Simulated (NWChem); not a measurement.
System: CaCl cation; SMILES [Cl][Ca+]

Output (shortened):

```
             Northwest Computational Chemistry Package (NWChem) 7.3.0
             --------------------------------------------------------

                             Geometry "geometry" -> ""
                             -------------------------

 Output coordinates in angstroms (scale by  1.889725989 to convert to a.u.)

  No.       Tag          Charge          X              Y              Z
 ---- ---------------- ---------- -------------- -------------- --------------
    1 Ca                  20.0000     0.00000000     0.00000000    -1.06699900
    2 Cl                  17.0000     0.00000000     0.00000000     1.25449700

 Effective nuclear repulsion energy (a.u.)      77.5018628763

                                 NWChem DFT Module
                                 -----------------

 Summary of "ao basis" -> "ao basis" (spherical)
 ------------------------------------------------------------------------------
       Tag                 Description            Shells   Functions and Types
 ---------------- ------------------------------  ------  ---------------------
 Ca                        def2-svpd                11       27   5s4p2d
 Cl                        def2-svpd                11       27   5s4p2d

            General Information
            -------------------
          SCF calculation type: DFT
          Wavefunction type:  closed shell.
          No. of atoms     :     2
          No. of electrons :    36
           Alpha electrons :    18
            Beta electrons :    18
          Charge           :     1
          Spin multiplicity:     1
          Use of symmetry is: off; symmetry adaption is: off
          Maximum number of iterations: 150
          AO basis - number of functions:    54
                     number of shells:    22
          Convergence on energy requested:  1.00D-06
          Convergence on density requested:  1.00D-05
          Convergence on gradient requested:  5.00D-04

              XC Information
              --------------
                        Slater Exchange Functional  1.000 local
                      VWN V Correlation Functional  1.000 local

             Grid Information
             ----------------
          Grid used for XC integration:  medium
          Radial quadrature: Mura-Knowles
          Angular quadrature: Lebedev.
          Tag              B.-S. Rad. Rad. Pts. Rad. Cut. Ang. Pts.
          ---              ---------- --------- --------- ---------
          Ca                  1.80      112          12.0       590
          Cl                  1.00       88          13.0       590
          Grid pruning is: on
          Number of quadrature shells:   200
          Spatial weights used:  Erf1

      Superposition of Atomic Density Guess
      -------------------------------------

 Sum of atomic energies:       -1135.99043422

 Renormalizing density from      37.00 to     36

      Non-variational initial energy
      ------------------------------

 Total energy =   -1116.511070
 1-e energy   =   -1668.724480
 2-e energy   =     474.711548
 HOMO         =      -0.866040
 LUMO         =      -0.386077

   convergence    iter        energy       DeltaE   RMS-Dens  Diis-err
 ---------------- ----- ----------------- --------- --------- ---------
 d= 0,ls=0.0,diis     1  -1133.8803243612 -1.21D+03  7.61D-02  1.94D+00
 d= 0,ls=0.0,diis     2  -1129.6940012232  4.19D+00  6.52D-02  2.40D+01
 d= 0,ls=0.0,diis     3  -1134.0587299894 -4.36D+00  1.12D-02  1.49D-01
 d= 0,ls=0.0,diis     4  -1134.0717122163 -1.30D-02  3.34D-03  5.51D-02
 d= 0,ls=0.0,diis     5  -1134.0829308121 -1.12D-02  9.45D-04  1.06D-03
  Resetting Diis
 d= 0,ls=0.0,diis     6  -1134.0831871765 -2.56D-04  1.26D-04  5.72D-05
 d= 0,ls=0.0,diis     7  -1134.0831939957 -6.82D-06  3.54D-05  1.95D-06
 d= 0,ls=0.0,diis     8  -1134.0831941287 -1.33D-07  1.51D-05  9.78D-07
 d= 0,ls=0.0,diis     9  -1134.0831942570 -1.28D-07  2.21D-06  2.53D-09

         Total DFT energy =    -1134.083194256978
      One electron energy =    -1710.353831581343
           Coulomb energy =      559.671438012474
    Exchange-Corr. energy =      -60.902663564418
 Nuclear repulsion energy =       77.501862876308

 Numeric. integr. density =       36.000000117923

                       DFT Final Molecular Orbital Analysis
                       ------------------------------------

 Vector   16  Occ=2.000000D+00  E=-4.639315D-01
              MO Center=  2.4D-11, -3.4D-09,  1.0D+00, r^2= 1.7D+00
   Bfn.  Coefficient  Atom+Function         Bfn.  Coefficient  Atom+Function
  ----- ------------  ---------------      ----- ------------  ---------------
    41      0.557310  2 Cl pz                38      0.453328  2 Cl pz
    35      0.264569  2 Cl pz                20     -0.217503  1 Ca d  0
     3      0.200655  1 Ca s                  4     -0.179362  1 Ca s
    11      0.173225  1 Ca pz                30      0.114288  2 Cl s
    29     -0.070642  2 Cl s                 31      0.068148  2 Cl s

 Vector   17  Occ=2.000000D+00  E=-4.421736D-01
              MO Center= -5.3D-10, -1.8D-09,  1.1D+00, r^2= 1.5D+00
   Bfn.  Coefficient  Atom+Function         Bfn.  Coefficient  Atom+Function
  ----- ------------  ---------------      ----- ------------  ---------------
    39      0.423281  2 Cl px                40      0.398704  2 Cl py
    36      0.332807  2 Cl px                37      0.313483  2 Cl py
    33      0.193920  2 Cl px                34      0.182660  2 Cl py
    21     -0.121603  1 Ca d  1              19      0.114542  1 Ca d -1
    42      0.062923  2 Cl px                43      0.059270  2 Cl py

 Vector   18  Occ=2.000000D+00  E=-4.421736D-01
              MO Center=  3.2D-09, -5.6D-09,  1.1D+00, r^2= 1.5D+00
   Bfn.  Coefficient  Atom+Function         Bfn.  Coefficient  Atom+Function
  ----- ------------  ---------------      ----- ------------  ---------------
    40     -0.423281  2 Cl py                39      0.398704  2 Cl px
    37     -0.332807  2 Cl py                36      0.313483  2 Cl px
    34     -0.193920  2 Cl py                33      0.182660  2 Cl px
    19     -0.121603  1 Ca d -1              21     -0.114542  1 Ca d  1
    43     -0.062923  2 Cl py                42      0.059270  2 Cl px

 Vector   19  Occ=0.000000D+00  E=-2.907934D-01
              MO Center= -2.3D-08, -1.0D-08, -1.3D+00, r^2= 3.9D+00
   Bfn.  Coefficient  Atom+Function         Bfn.  Coefficient  Atom+Function
  ----- ------------  ---------------      ----- ------------  ---------------
     4      1.127025  1 Ca s                  3     -0.487741  1 Ca s
    20     -0.388629  1 Ca d  0              14     -0.096265  1 Ca pz
     2      0.091047  1 Ca s                 30     -0.078177  2 Cl s
     5     -0.071624  1 Ca s                 11      0.068936  1 Ca pz
    31     -0.068566  2 Cl s                 25     -0.065671  1 Ca d  0

 Vector   20  Occ=0.000000D+00  E=-2.690458D-01
              MO Center=  4.3D-09,  8.6D-09, -1.1D+00, r^2= 1.7D+00
   Bfn.  Coefficient  Atom+Function         Bfn.  Coefficient  Atom+Function
  ----- ------------  ---------------      ----- ------------  ---------------
    22      0.876088  1 Ca d  2              27      0.276106  1 Ca d  2

[...]

                                NWChem TDDFT Module
                                -------------------

            General Information
            -------------------
           No. of orbitals :     108
            Alpha orbitals :      54
             Beta orbitals :      54
        Alpha frozen cores :       0
         Beta frozen cores :       0
     Alpha frozen virtuals :       0
      Beta frozen virtuals :       0
         Spin multiplicity :       1
    Number of AO functions :      54
        Use of symmetry is : off
      Symmetry adaption is : off
         Schwarz screening :  0.10D-07

              XC Information
              --------------
                 Slater Exchange Functional   1.00 local
               VWN V Correlation Functional   1.00 local

             TDDFT Information
             -----------------
          Calculation type : TDDFT
         Wavefunction type : Restricted singlets
          No. of electrons :      36
           Alpha electrons :      18
            Beta electrons :      18
              No. of roots :       8
          Max subspacesize :    5600
            Max iterations :     100
               Target root :       1
           Target symmetry : none
      Symmetry restriction : off
                 Algorithm : Optimal
        Davidson threshold :  0.10D-03

    8 smallest eigenvalue differences (eV)
--------------------------------------------------------
  No. Spin  Occ  Vir  Irrep   E(Occ)    E(Vir)   E(Diff)
--------------------------------------------------------
    1    1   18   19 a        -0.442    -0.291     4.119
    2    1   17   19 a        -0.442    -0.291     4.119
    3    1   18   20 a        -0.442    -0.269     4.711
    4    1   17   20 a        -0.442    -0.269     4.711
    5    1   18   21 a        -0.442    -0.269     4.711
    6    1   17   21 a        -0.442    -0.269     4.711
    7    1   16   19 a        -0.464    -0.291     4.711
    8    1   18   22 a        -0.442    -0.257     5.029
--------------------------------------------------------

  Entering Davidson iterations
  Restricted singlet excited states

  Iter   NTrls   NConv    DeltaV     DeltaE      Time
  ----  ------  ------  ---------  ---------  ---------
    1      8       0     0.63E-01   0.10+100        1.9
    2     16       0     0.28E-01   0.12E-02        1.7
    3     32       2     0.86E-02   0.17E-02        2.1
    4     44       2     0.12E-02   0.78E-04        1.8
    5     56       4     0.39E-03   0.80E-06        1.9
    6     64       7     0.12E-03   0.52E-07        1.7
    7     66       8     0.91E-04   0.31E-08        1.2
  ----  ------  ------  ---------  ---------  ---------
  Convergence criterion met

  Ground state a       -1134.083194256978 a.u.

  ----------------------------------------------------------------------------
  Root   1 singlet a              0.150869677 a.u.                4.1054 eV
  ----------------------------------------------------------------------------
     Transition Moments    X  0.23117   Y -0.23933   Z -0.00000
     Dipole Oscillator Strength                    0.0111362838
     Electric Quadrupole                           0.0000000010
     Magnetic Dipole                               0.0000003744
     Total Oscillator Strength                     0.0111366592

     Occ.   18  a   ---  Virt.   19  a   -0.99971 X
  ----------------------------------------------------------------------------
  Root   2 singlet a              0.150869678 a.u.                4.1054 eV
  ----------------------------------------------------------------------------
     Transition Moments    X -0.23933   Y -0.23117   Z -0.00000
     Dipole Oscillator Strength                    0.0111362857
     Electric Quadrupole                           0.0000000010
     Magnetic Dipole                               0.0000003744
     Total Oscillator Strength                     0.0111366611

     Occ.   17  a   ---  Virt.   19  a    0.99971 X
  ----------------------------------------------------------------------------
  Root   3 singlet a              0.172040477 a.u.                4.6815 eV
  ----------------------------------------------------------------------------
     Transition Moments    X  0.00000   Y  0.00000   Z -0.00000
     Dipole Oscillator Strength                    0.0000000000
     Electric Quadrupole                           0.0000000000
     Magnetic Dipole                               0.0000000000
     Total Oscillator Strength                     0.0000000000

     Occ.   17  a   ---  Virt.   20  a    0.30926 X
     Occ.   17  a   ---  Virt.   21  a    0.63588 X
     Occ.   18  a   ---  Virt.   20  a   -0.63589 X
     Occ.   18  a   ---  Virt.   21  a    0.30926 X
  ----------------------------------------------------------------------------
  Root   4 singlet a              0.172040477 a.u.                4.6815 eV
  ----------------------------------------------------------------------------
     Transition Moments    X -0.00000   Y  0.00000   Z  0.00000
     Dipole Oscillator Strength                    0.0000000000
     Electric Quadrupole                           0.0000000000
     Magnetic Dipole                               0.0000000000
     Total Oscillator Strength                     0.0000000000

     Occ.   17  a   ---  Virt.   20  a    0.63589 X
     Occ.   17  a   ---  Virt.   21  a   -0.30926 X
     Occ.   18  a   ---  Virt.   20  a    0.30926 X
     Occ.   18  a   ---  Virt.   21  a    0.63588 X
  ----------------------------------------------------------------------------
  Root   5 singlet a              0.174205786 a.u.                4.7404 eV
  ----------------------------------------------------------------------------
     Transition Moments    X -0.00000   Y  0.00000   Z -0.40385
     Dipole Oscillator Strength                    0.0189412264
     Electric Quadrupole                           0.0000000003
     Magnetic Dipole                               0.0000000000
     Total Oscillator Strength                     0.0189412267

     Occ.   16  a   ---  Virt.   19  a    0.99902 X
  ----------------------------------------------------------------------------
  Root   6 singlet a              0.174762655 a.u.                4.7555 eV
  ----------------------------------------------------------------------------
     Transition Moments    X  0.15939   Y -0.13706   Z  0.00000
     Dipole Oscillator Strength                    0.0051483891
     Electric Quadrupole                           0.0000000006
     Magnetic Dipole                               0.0000006102
     Total Oscillator Strength                     0.0051489998

     Occ.   16  a   ---  Virt.   23  a    0.05244 X
     Occ.   17  a   ---  Virt.   20  a   -0.70471 X
     Occ.   18  a   ---  Virt.   21  a    0.70472 X
  ----------------------------------------------------------------------------
  Root   7 singlet a              0.174762655 a.u.                4.7555 eV
  ----------------------------------------------------------------------------
     Transition Moments    X  0.13706   Y  0.15939   Z  0.00000
     Dipole Oscillator Strength                    0.0051483876
     Electric Quadrupole                           0.0000000006
     Magnetic Dipole                               0.0000006102
     Total Oscillator Strength                     0.0051489983

     Occ.   16  a   ---  Virt.   22  a   -0.05244 X
     Occ.   17  a   ---  Virt.   21  a   -0.70472 X
     Occ.   18  a   ---  Virt.   20  a   -0.70471 X
  ----------------------------------------------------------------------------
  Root   8 singlet a              0.184826740 a.u.                5.0294 eV
  ----------------------------------------------------------------------------
     Transition Moments    X  0.00000   Y -0.00000   Z  0.00001
     Dipole Oscillator Strength                    0.0000000000
     Electric Quadrupole                           0.0000000000
     Magnetic Dipole                               0.0000000000
     Total Oscillator Strength                     0.0000000000

     Occ.   17  a   ---  Virt.   23  a    0.70699 X
     Occ.   18  a   ---  Virt.   22  a    0.70699 X

              Target root =      1
          Target symmetry = none
      Ground state energy =  -1134.083194256978
        Excitation energy =      0.150869676923
     Excited state energy =  -1133.932324580055

  stored tddft:energy   -1133.9323245800554
```

Level: LDA (Slater exchange, VWN5)/def2-SVPD, full TDDFT. Geometry: optimised at PBE0/def2-SVP.

Problem. Which NWChem input produces such a log?

Solution. One answer among several that fit: the input that was run:
```
start job
memory heap 200 mb stack 700 mb global 900 mb
charge 1
geometry units angstroms noautosym nocenter noautoz
  Ca     0.000000     0.000000    -1.066999
  Cl     0.000000     0.000000     1.254497
end
basis spherical
  Ca library def2-svpd
  Cl library def2-svpd
end
dft
  xc slater vwn_5
  iterations 150
end
tddft
  nroots 8
  notriplet
end
task tddft energy
```
